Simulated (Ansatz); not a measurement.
Al (SMILES [Al-]), charge -1, triplet (a gas-phase anion, which may not be bound at this level).

Ansatz (a quantum-chemistry and plane-wave program) was given this input:
Ansatz 0.2 input:
```yaml
crystal:
  periodic: [false, false, false]
  atoms:
    - {symbol: Al, position_ang: [0.00000000, 0.00000000, 0.00000000]}
basis:
  gaussian:
    orbitals: def2-SVPD
total_charge: -1
magnetization: {spin_polarized: true, initial_magnetization: 2}
correlation: {method: mp2, electrons: outside_noble_gas}
accuracy: high
```

**Question.** What does this run give for the MP2 correlation energy, total energy, SCF-reference <S^2>, number of basis functions?

**Answer.** 
MP2 correlation energy: -0.0391 Eh
total energy: -241.8140 Eh
SCF-reference <S^2>: 2.022
number of basis functions: 24

A gas-phase anion may not be bound at this level; its values then depend on the basis.
